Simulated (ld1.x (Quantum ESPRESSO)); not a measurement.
# Mo ultrasoft: all-electron and pseudo phase curves

ld1.x (Quantum ESPRESSO) 7.5 input, shortened:

```
&input
   title='Mo', zed=42., rel=1, dft='PBE', iswitch=3,
   config='[Kr] 4d5 5s1 5p0'
 /
 &inputp
   pseudotype=3, tm=.true., lloc=-1, rcloc=1.45,
   nlcc=.false.,
   which_augfun='PSQ', rmatch_augfun_nc=.true.
 /
6
5S  1  0   1.00   0.00  2.50  2.85  0.0
5S  1  0   0.00   3.60  2.50  2.85  0.0
4P  2  1   6.00   0.00  1.90  2.20  0.0
5P  3  1   0.00   0.00  1.90  2.20  0.0
4D  3  2   5.00   0.00  1.45  1.85  0.0
4D  3  2   0.00   0.95  1.45  1.85  0.0
 &test
   configts(1)='4p6 4d5 5s1 5p0'
 /
```

The phase is arctan(r·u′/u) with u = r·R(r), unwrapped; energies in Ry, scanned from -5 to 5 Ry. A pole is an energy at which the radial function vanishes at the test radius. The pseudo phase is shifted by a multiple of π to meet the all-electron one at the reference energy, and phase errors are pseudo minus all-electron; the curves can meet again beyond the range given. Levels narrower than the energy grid can be missing from the lists of poles. n/a: not evaluated, since a narrow level or a reset projector energy made the automatic matching unsafe.

For each channel, where are the poles, and over which energies does the pseudopotential scatter like the atom?

```
channel  radius (bohr)  reference energy (Ry)  poles, all-electron       poles, pseudo  unbroken range about the reference energy with phases within 0.05 rad  phase error 1 Ry above the reference energy (rad)
      s           3.10                  -0.30                 1.25                1.24                                                                    n/a                                                n/a
      p           3.10                  -0.08          -2.80, 2.20  -4.28, -2.80, 2.01                                                            -4.3 to 2.8                                             -0.015
      d           3.10                  -0.28          -0.02, 4.02         -0.02, 4.00                                                        the whole range                                             +0.000
```

Note: ghost state, extra bound levels that the all-electron valence spectrum of the same l lacks: s at -113.3 eV (p not tested). A true bound ghost makes a file unfit for plane-wave use. Its overlap operator is not positive definite in a basis up to 400 Ry (lowest eigenvalue p -0.36), so the file is unfit for use: the generalised eigenproblem breaks down once the basis is large enough, and its test numbers describe a broken file.

Phases in the p channel:

```json
{"E (Ry)": "-5.00", "all-electron": "1.418", "pseudo": "4.561"}
{"E (Ry)": "-4.74", "all-electron": "1.413", "pseudo": "4.558"}
{"E (Ry)": "-4.48", "all-electron": "1.408", "pseudo": "4.558"}
{"E (Ry)": "-4.22", "all-electron": "1.402", "pseudo": "1.381"}
{"E (Ry)": "-3.96", "all-electron": "1.394", "pseudo": "1.389"}
{"E (Ry)": "-3.70", "all-electron": "1.385", "pseudo": "1.382"}
{"E (Ry)": "-3.44", "all-electron": "1.374", "pseudo": "1.371"}
{"E (Ry)": "-3.18", "all-electron": "1.354", "pseudo": "1.351"}
{"E (Ry)": "-2.92", "all-electron": "1.244", "pseudo": "1.240"}
{"E (Ry)": "-2.66", "all-electron": "-1.732", "pseudo": "-1.734"}
{"E (Ry)": "-2.40", "all-electron": "-1.772", "pseudo": "-1.774"}
{"E (Ry)": "-2.14", "all-electron": "-1.794", "pseudo": "-1.796"}
{"E (Ry)": "-1.88", "all-electron": "-1.815", "pseudo": "-1.817"}
{"E (Ry)": "-1.62", "all-electron": "-1.839", "pseudo": "-1.841"}
{"E (Ry)": "-1.36", "all-electron": "-1.869", "pseudo": "-1.871"}
{"E (Ry)": "-1.10", "all-electron": "-1.907", "pseudo": "-1.909"}
{"E (Ry)": "-0.84", "all-electron": "-1.961", "pseudo": "-1.963"}
{"E (Ry)": "-0.58", "all-electron": "-2.042", "pseudo": "-2.043"}
{"E (Ry)": "-0.32", "all-electron": "-2.178", "pseudo": "-2.179"}
{"E (Ry)": "-0.06", "all-electron": "-2.442", "pseudo": "-2.442"}
{"E (Ry)": "0.20", "all-electron": "-2.998", "pseudo": "-3.002"}
{"E (Ry)": "0.46", "all-electron": "-3.752", "pseudo": "-3.764"}
{"E (Ry)": "0.72", "all-electron": "-4.197", "pseudo": "-4.211"}
{"E (Ry)": "0.98", "all-electron": "-4.408", "pseudo": "-4.423"}
{"E (Ry)": "1.24", "all-electron": "-4.524", "pseudo": "-4.540"}
{"E (Ry)": "1.50", "all-electron": "-4.598", "pseudo": "-4.616"}
{"E (Ry)": "1.76", "all-electron": "-4.650", "pseudo": "-4.670"}
{"E (Ry)": "2.02", "all-electron": "-4.689", "pseudo": "-4.714"}
{"E (Ry)": "2.28", "all-electron": "-4.723", "pseudo": "-4.753"}
{"E (Ry)": "2.54", "all-electron": "-4.752", "pseudo": "-4.790"}
{"E (Ry)": "2.80", "all-electron": "-4.780", "pseudo": "-4.830"}
{"E (Ry)": "3.06", "all-electron": "-4.808", "pseudo": "-4.878"}
{"E (Ry)": "3.32", "all-electron": "-4.838", "pseudo": "-4.942"}
{"E (Ry)": "3.58", "all-electron": "-4.873", "pseudo": "-5.042"}
{"E (Ry)": "3.84", "all-electron": "-4.917", "pseudo": "-5.231"}
{"E (Ry)": "4.10", "all-electron": "-4.977", "pseudo": "-5.699"}
{"E (Ry)": "4.36", "all-electron": "-5.068", "pseudo": "-6.678"}
{"E (Ry)": "4.62", "all-electron": "-5.227", "pseudo": "-7.275"}
{"E (Ry)": "4.88", "all-electron": "-5.565", "pseudo": "-7.502"}
```
